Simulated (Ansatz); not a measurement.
Reaction (ligand exchange at a Ge–Cl bond): `[CH3][Ge]([SiH3])([Cl])[Cl]` + H–F → `[CH3][Ge]([F])([SiH3])[Cl]` + HCl

Program: Ansatz. Geometries: PBE0-D4/def2-TZVP. ΔE: electronic, gas phase. CBS: MP2 limit from def2 TZ/QZ plus the TZ coupled-cluster correction, frozen cores. This one scheme is used for every species. Functionals use def2-TZVPP. For Ge outer-core shells are correlated without core-valence functions, which leaves a few kJ/mol of doubt a bond. Scalar relativity is left out up to krypton.

| level | ΔE (kJ/mol) |
| --- | --- |
| B97M-V | 5.3 |
| PBE | 10.1 |
| BHLYP | 6.0 |
| MP2/def2-SVP | 4.4 |

Problem. What does CCSD(T)/CBS give? (Estimate.)

Solution. The calculation gave: +17.4 kJ/mol. The listed levels differ from it by -12.1, -7.3, -11.4, -13.0 kJ/mol.

Largest T1 diagnostic among the species: 0.011.

In def2-TZVPP, CCSD(T) changes the Hartree–Fock value by +8.8 kJ/mol (the triples alone add +1.7 kJ/mol) and MP2 by +16.5 kJ/mol. The D4 term adds +8.1 kJ/mol with B3LYP and +4.5 kJ/mol with PBE0; it sums over pairs of atoms, weighted by their polarisabilities, and B3LYP, whose exchange is more repulsive, gets the larger term.

B3LYP here is the variant with VWN-RPA as its local correlation; programs differ in this.
